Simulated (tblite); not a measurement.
A geometry optimisation, step by step.

Species: C7H12F2O.
SMILES with atom numbers: `[CH3:1][C@@:2]1([F:3])[CH2:4][C@H:5]([F:6])[CH2:7][CH2:8][CH2:9][O:10]1` (hydrogens: H11, H12, H13 on C1; H14, H15 on C4; H16 on C5; H17, H18 on C7; H19, H20 on C8; H21, H22 on C9)

Computed with GFN2-xTB (tblite), gas phase: L-BFGS steps from a force-field or distance-geometry start until the largest atomic force falls under 0.01 eV/Å. 9 of its 59 geometries are shown.

Step 0: E = -943.3125 eV, largest atomic force 1.247 eV/Å
```
atom  x, y, z in Å  |  force x, y, z in eV/Å
C1      2.562   -0.226   -0.311    0.062  -0.055  -0.377
C2      1.234   -0.440    0.418    0.242  -0.526  -1.044
F3      1.538   -1.112    1.585   -0.060  -0.073   0.529
C4      0.567    0.883    0.781    0.091  -0.109   1.099
C5     -0.365    1.405   -0.280   -0.417  -0.198  -0.142
F6     -0.530    2.745   -0.050    0.009   0.689  -0.028
C7     -1.758    0.791   -0.233   -0.524  -0.043   0.498
C8     -1.835   -0.685   -0.600   -0.658  -0.033  -0.282
C9     -0.842   -1.580    0.133   -0.381   0.193  -0.057
O10     0.451   -1.319   -0.366    0.849   0.579   0.707
H11     3.249    0.365    0.290   -0.144  -0.016   0.077
H12     3.031   -1.187   -0.521   -0.150   0.030   0.059
H13     2.389    0.280   -1.261   -0.036  -0.023   0.116
H14     0.014    0.756    1.724   -0.061  -0.105  -0.193
H15     1.325    1.639    1.031   -0.003  -0.166  -0.352
H16     0.068    1.317   -1.276    0.129  -0.057  -0.248
H17    -2.421    1.361   -0.890    0.132   0.003  -0.132
H18    -2.173    0.924    0.777    0.253   0.025  -0.056
H19    -2.860   -1.040   -0.399    0.306   0.107  -0.036
H20    -1.667   -0.778   -1.678    0.104  -0.145   0.121
H21    -0.912   -1.460    1.225    0.128   0.050  -0.208
H22    -1.075   -2.619   -0.100    0.132  -0.127  -0.050
```

Step 7: E = -943.4209 eV, largest atomic force 0.110 eV/Å
```
atom  x, y, z in Å  |  force x, y, z in eV/Å
C1      2.563   -0.233   -0.324    0.011   0.009   0.012
C2      1.246   -0.449    0.413    0.018   0.014  -0.108
F3      1.548   -1.099    1.625    0.015   0.046   0.018
C4      0.559    0.872    0.805    0.025  -0.038   0.009
C5     -0.383    1.404   -0.272   -0.024  -0.048  -0.002
F6     -0.522    2.769   -0.071    0.025   0.019  -0.009
C7     -1.784    0.798   -0.217   -0.043  -0.040   0.002
C8     -1.854   -0.678   -0.611    0.012   0.011  -0.014
C9     -0.845   -1.562    0.120   -0.022   0.013   0.009
O10     0.479   -1.310   -0.338    0.037   0.009   0.038
H11     3.231    0.359    0.296    0.019  -0.029  -0.009
H12     3.022   -1.198   -0.528   -0.054   0.040   0.000
H13     2.384    0.283   -1.264   -0.028  -0.037   0.065
H14     0.002    0.726    1.733    0.029   0.006   0.011
H15     1.331    1.620    0.992   -0.026   0.005   0.025
H16     0.062    1.304   -1.268    0.004  -0.079  -0.047
H17    -2.420    1.371   -0.897   -0.021   0.022   0.077
H18    -2.163    0.930    0.800   -0.028  -0.001  -0.045
H19    -2.862   -1.045   -0.405    0.075   0.010  -0.025
H20    -1.661   -0.791   -1.680   -0.020   0.060   0.011
H21    -0.906   -1.441    1.205   -0.013   0.026   0.016
H22    -1.040   -2.611   -0.115    0.009  -0.016  -0.033
```

Step 14: E = -943.4291 eV, largest atomic force 0.069 eV/Å
```
atom  x, y, z in Å  |  force x, y, z in eV/Å
C1      2.566   -0.231   -0.323   -0.038  -0.017   0.026
C2      1.254   -0.445    0.417   -0.023  -0.001   0.000
F3      1.561   -1.077    1.640    0.017  -0.019  -0.003
C4      0.556    0.869    0.805    0.008   0.010   0.020
C5     -0.388    1.393   -0.275   -0.011  -0.017   0.030
F6     -0.504    2.763   -0.094    0.018   0.002  -0.067
C7     -1.794    0.800   -0.209   -0.002  -0.012   0.013
C8     -1.848   -0.670   -0.620   -0.003   0.002   0.008
C9     -0.840   -1.556    0.115    0.003   0.007  -0.006
O10     0.492   -1.317   -0.325    0.003   0.019  -0.002
H11     3.244    0.348    0.298    0.006  -0.019  -0.056
H12     3.005   -1.203   -0.534    0.012   0.036  -0.025
H13     2.370    0.286   -1.258    0.050  -0.003   0.048
H14     0.011    0.717    1.739   -0.029   0.021  -0.024
H15     1.322    1.623    0.994   -0.002   0.025  -0.004
H16     0.050    1.258   -1.274   -0.033   0.003   0.042
H17    -2.437    1.385   -0.872    0.012  -0.016   0.003
H18    -2.177    0.925    0.807    0.043  -0.025   0.010
H19    -2.849   -1.053   -0.416    0.000   0.001  -0.035
H20    -1.658   -0.762   -1.691    0.015   0.011   0.023
H21    -0.914   -1.430    1.199   -0.016  -0.020  -0.008
H22    -1.031   -2.605   -0.127   -0.028   0.012   0.006
```

Step 22: E = -943.4343 eV, largest atomic force 0.042 eV/Å
```
atom  x, y, z in Å  |  force x, y, z in eV/Å
C1      2.568   -0.231   -0.321   -0.036   0.005   0.000
C2      1.256   -0.440    0.426   -0.017   0.006   0.007
F3      1.569   -1.072    1.646   -0.013   0.002  -0.003
C4      0.554    0.874    0.812    0.011   0.012  -0.011
C5     -0.391    1.384   -0.275    0.007  -0.015  -0.007
F6     -0.487    2.761   -0.145   -0.004  -0.028  -0.006
C7     -1.798    0.798   -0.191    0.001   0.007  -0.003
C8     -1.846   -0.664   -0.624   -0.010  -0.001   0.000
C9     -0.844   -1.553    0.114    0.020   0.004  -0.010
O10     0.492   -1.312   -0.315    0.016  -0.001  -0.002
H11     3.264    0.334    0.292   -0.032  -0.023   0.014
H12     2.996   -1.203   -0.552   -0.011   0.014   0.008
H13     2.376    0.300   -1.248    0.000   0.020  -0.003
H14     0.001    0.727    1.743    0.025   0.002  -0.028
H15     1.312    1.636    0.997    0.016   0.001   0.009
H16     0.034    1.212   -1.272    0.016  -0.001   0.004
H17    -2.446    1.387   -0.844   -0.025   0.015   0.016
H18    -2.169    0.905    0.832    0.022   0.000   0.004
H19    -2.847   -1.057   -0.446   -0.027   0.012   0.000
H20    -1.639   -0.736   -1.693    0.031  -0.012   0.005
H21    -0.928   -1.433    1.199   -0.004  -0.022  -0.012
H22    -1.038   -2.600   -0.138    0.015   0.004   0.020
```

Step 29: E = -943.4362 eV, largest atomic force 0.027 eV/Å
```
atom  x, y, z in Å  |  force x, y, z in eV/Å
C1      2.563   -0.228   -0.321   -0.008  -0.002   0.009
C2      1.252   -0.437    0.427   -0.015   0.001   0.023
F3      1.565   -1.069    1.647   -0.006   0.000  -0.009
C4      0.555    0.879    0.810   -0.012   0.010  -0.003
C5     -0.390    1.379   -0.280    0.013   0.010  -0.004
F6     -0.484    2.757   -0.169    0.004  -0.003  -0.001
C7     -1.797    0.796   -0.185    0.019   0.016   0.007
C8     -1.846   -0.663   -0.625    0.003   0.001  -0.001
C9     -0.847   -1.554    0.115    0.019  -0.011   0.000
O10     0.488   -1.309   -0.314    0.011  -0.007  -0.002
H11     3.259    0.325    0.301    0.004   0.005   0.017
H12     2.986   -1.199   -0.560    0.003  -0.015  -0.011
H13     2.376    0.315   -1.241   -0.007   0.017   0.001
H14     0.002    0.733    1.741    0.010   0.005  -0.006
H15     1.315    1.640    0.997   -0.003  -0.010  -0.018
H16     0.037    1.193   -1.275   -0.006   0.008  -0.002
H17    -2.455    1.392   -0.822    0.000  -0.004  -0.003
H18    -2.152    0.896    0.844    0.003  -0.009   0.010
H19    -2.851   -1.052   -0.461   -0.009  -0.013   0.007
H20    -1.622   -0.732   -1.691   -0.009   0.002  -0.018
H21    -0.933   -1.441    1.199    0.001   0.004   0.005
H22    -1.034   -2.601   -0.139   -0.013  -0.005   0.000
```

Step 36: E = -943.4369 eV, largest atomic force 0.016 eV/Å
```
atom  x, y, z in Å  |  force x, y, z in eV/Å
C1      2.559   -0.226   -0.317    0.008  -0.004   0.000
C2      1.249   -0.438    0.428    0.000  -0.011   0.004
F3      1.558   -1.068    1.650    0.002   0.003   0.012
C4      0.556    0.881    0.806    0.007  -0.001   0.001
C5     -0.388    1.380   -0.285    0.001  -0.005   0.002
F6     -0.480    2.759   -0.177   -0.011  -0.009   0.006
C7     -1.794    0.795   -0.181   -0.001   0.003  -0.005
C8     -1.844   -0.664   -0.626   -0.003   0.004   0.000
C9     -0.846   -1.557    0.113   -0.013   0.001  -0.001
O10     0.490   -1.314   -0.313   -0.015   0.004  -0.005
H11     3.256    0.318    0.313    0.013  -0.003   0.005
H12     2.979   -1.196   -0.568    0.009  -0.005  -0.009
H13     2.373    0.329   -1.230    0.006   0.010   0.003
H14     0.006    0.742    1.740   -0.004   0.007  -0.003
H15     1.319    1.639    0.986    0.009   0.004  -0.005
H16     0.037    1.192   -1.280   -0.007  -0.003   0.000
H17    -2.457    1.391   -0.812   -0.010   0.001   0.001
H18    -2.141    0.888    0.851   -0.003   0.003  -0.008
H19    -2.849   -1.054   -0.463    0.004   0.002   0.007
H20    -1.623   -0.729   -1.693    0.001  -0.004   0.003
H21    -0.933   -1.442    1.198    0.000   0.002  -0.002
H22    -1.038   -2.604   -0.139    0.009  -0.001  -0.007
```

Step 44: E = -943.4374 eV, largest atomic force 0.020 eV/Å
```
atom  x, y, z in Å  |  force x, y, z in eV/Å
C1      2.562   -0.228   -0.312    0.004   0.006  -0.002
C2      1.249   -0.440    0.430   -0.003  -0.007  -0.007
F3      1.552   -1.068    1.654    0.002   0.003   0.001
C4      0.558    0.883    0.802    0.003   0.000   0.001
C5     -0.389    1.378   -0.288   -0.002   0.000   0.004
F6     -0.483    2.756   -0.179   -0.001   0.000  -0.008
C7     -1.795    0.793   -0.180   -0.001   0.001   0.002
C8     -1.846   -0.665   -0.627    0.000   0.004   0.004
C9     -0.847   -1.558    0.111   -0.009   0.003  -0.002
O10     0.490   -1.314   -0.313   -0.010  -0.006  -0.009
H11     3.262    0.304    0.325    0.011  -0.008   0.014
H12     2.979   -1.194   -0.581   -0.013  -0.004   0.005
H13     2.377    0.345   -1.215    0.008   0.005  -0.010
H14     0.009    0.754    1.737    0.008  -0.006   0.005
H15     1.326    1.639    0.973   -0.004   0.014  -0.001
H16     0.032    1.190   -1.284   -0.003   0.007   0.005
H17    -2.462    1.390   -0.806    0.004  -0.003  -0.006
H18    -2.137    0.885    0.853   -0.005  -0.001   0.000
H19    -2.851   -1.054   -0.459    0.007  -0.003  -0.005
H20    -1.626   -0.730   -1.694   -0.009  -0.003   0.007
H21    -0.935   -1.443    1.196    0.005  -0.006  -0.003
H22    -1.038   -2.604   -0.143    0.008   0.003   0.004
```

Step 51: E = -943.4380 eV, largest atomic force 0.023 eV/Å
```
atom  x, y, z in Å  |  force x, y, z in eV/Å
C1      2.567   -0.229   -0.306    0.002  -0.005  -0.002
C2      1.249   -0.437    0.428    0.002   0.005  -0.009
F3      1.546   -1.066    1.653   -0.005  -0.001   0.000
C4      0.562    0.888    0.796   -0.008   0.003  -0.001
C5     -0.393    1.377   -0.289   -0.015   0.003  -0.008
F6     -0.490    2.756   -0.185    0.003   0.013   0.006
C7     -1.798    0.792   -0.178   -0.011  -0.020  -0.004
C8     -1.850   -0.666   -0.625    0.005  -0.013   0.001
C9     -0.847   -1.559    0.109    0.003   0.003  -0.002
O10     0.489   -1.309   -0.316    0.000   0.003  -0.003
H11     3.274    0.274    0.347   -0.008  -0.006  -0.005
H12     2.969   -1.196   -0.595   -0.008  -0.002  -0.003
H13     2.396    0.368   -1.196    0.009  -0.005   0.007
H14     0.023    0.763    1.737   -0.013   0.005   0.009
H15     1.329    1.648    0.955    0.004  -0.001   0.006
H16     0.024    1.189   -1.287    0.009  -0.009  -0.005
H17    -2.465    1.388   -0.804    0.004  -0.003   0.006
H18    -2.140    0.883    0.856    0.003   0.003  -0.003
H19    -2.854   -1.058   -0.456    0.009   0.004   0.011
H20    -1.635   -0.732   -1.693    0.005   0.008   0.006
H21    -0.935   -1.449    1.194    0.011   0.007  -0.006
H22    -1.033   -2.605   -0.148   -0.001   0.007  -0.002
```

Step 58: E = -943.4384 eV, largest atomic force 0.010 eV/Å
```
atom  x, y, z in Å  |  force x, y, z in eV/Å
C1      2.570   -0.232   -0.303    0.000   0.001   0.001
C2      1.248   -0.435    0.426    0.004   0.004   0.003
F3      1.539   -1.065    1.652   -0.005  -0.005  -0.001
C4      0.562    0.892    0.794    0.003  -0.001  -0.001
C5     -0.396    1.378   -0.291    0.000  -0.001  -0.001
F6     -0.495    2.757   -0.188    0.001   0.000  -0.005
C7     -1.800    0.790   -0.177   -0.003   0.002   0.000
C8     -1.851   -0.668   -0.623    0.001  -0.001  -0.001
C9     -0.844   -1.558    0.107    0.003  -0.004   0.003
O10     0.489   -1.305   -0.322    0.002   0.008   0.002
H11     3.280    0.254    0.360    0.004  -0.006  -0.003
H12     2.958   -1.200   -0.604    0.001   0.003   0.004
H13     2.411    0.380   -1.185   -0.004  -0.002   0.002
H14     0.025    0.772    1.737   -0.004  -0.006  -0.007
H15     1.330    1.652    0.948    0.000  -0.001   0.003
H16     0.022    1.187   -1.289   -0.002   0.006  -0.003
H17    -2.469    1.385   -0.802   -0.004   0.005   0.001
H18    -2.140    0.882    0.857    0.002   0.002   0.003
H19    -2.853   -1.060   -0.449    0.001   0.000  -0.002
H20    -1.639   -0.732   -1.692   -0.006  -0.002  -0.003
H21    -0.928   -1.449    1.192    0.005   0.004   0.005
H22    -1.030   -2.604   -0.150    0.002  -0.007  -0.002
```

Q: Summarise the path.

A: The energy falls by 2.90 kcal/mol from step 0 to step 58; nine tenths of that is first reached at step 11. It falls at every step. The largest force goes from 1.247 to 0.010 eV/Å. Among the bonds C2–O10 changes most, from 1.415 to 1.376 Å; the atoms move by 0.082 Å rms after alignment.

Q: Follow the three bonds and two angles with the largest change from start to end.

A: 
| step | E above end (kcal/mol) | largest force (eV/Å) | C2–O10 (Å) | C2–F3 (Å) | C4–C5 (Å) | H14–C4–H15 (°) | C5–C7–C8 (°) |
| --- | --- | --- | --- | --- | --- | --- | --- |
| 0 | 2.90 | 1.247 | 1.415 | 1.380 | 1.505 | 103.4 | 115.5 |
| 3 | 0.78 | 0.277 | 1.373 | 1.411 | 1.529 | 106.1 | 115.0 |
| 5 | 0.50 | 0.129 | 1.377 | 1.412 | 1.529 | 107.4 | 114.8 |
| 8 | 0.36 | 0.108 | 1.375 | 1.408 | 1.525 | 107.9 | 114.4 |
| 10 | 0.31 | 0.074 | 1.373 | 1.410 | 1.525 | 107.7 | 114.1 |
| 13 | 0.23 | 0.074 | 1.374 | 1.411 | 1.527 | 107.3 | 113.4 |
| 15 | 0.19 | 0.080 | 1.376 | 1.409 | 1.527 | 107.3 | 113.0 |
| 18 | 0.14 | 0.043 | 1.376 | 1.410 | 1.527 | 107.5 | 112.6 |
| 20 | 0.11 | 0.055 | 1.376 | 1.411 | 1.528 | 107.6 | 112.4 |
| 23 | 0.08 | 0.050 | 1.377 | 1.408 | 1.527 | 107.5 | 112.3 |
| 25 | 0.07 | 0.045 | 1.376 | 1.408 | 1.526 | 107.5 | 112.2 |
| 28 | 0.05 | 0.022 | 1.376 | 1.409 | 1.527 | 107.4 | 112.1 |
| 30 | 0.05 | 0.026 | 1.376 | 1.409 | 1.527 | 107.5 | 112.1 |
| 33 | 0.04 | 0.023 | 1.376 | 1.409 | 1.526 | 107.6 | 112.2 |
| 35 | 0.04 | 0.021 | 1.376 | 1.409 | 1.526 | 107.5 | 112.1 |
| 38 | 0.03 | 0.020 | 1.376 | 1.409 | 1.526 | 107.5 | 112.1 |
| 40 | 0.03 | 0.020 | 1.376 | 1.409 | 1.526 | 107.5 | 112.1 |
| 43 | 0.02 | 0.015 | 1.376 | 1.409 | 1.526 | 107.5 | 112.1 |
| 45 | 0.02 | 0.022 | 1.376 | 1.409 | 1.527 | 107.5 | 112.1 |
| 48 | 0.01 | 0.024 | 1.376 | 1.409 | 1.527 | 107.6 | 112.1 |
| 50 | 0.01 | 0.018 | 1.376 | 1.409 | 1.527 | 107.6 | 112.1 |
| 53 | 0.00 | 0.019 | 1.376 | 1.409 | 1.527 | 107.6 | 112.1 |
| 55 | 0.00 | 0.015 | 1.376 | 1.409 | 1.527 | 107.6 | 112.2 |
| 58 | 0.00 | 0.010 | 1.376 | 1.409 | 1.526 | 107.5 | 112.2 |

The cost below is that of the whole relaxation. The run took 0.44 s on one thread, Arm Neoverse V1 (aarch64), no GPU, shared host with 32 logical CPUs at a one-minute load of 26.
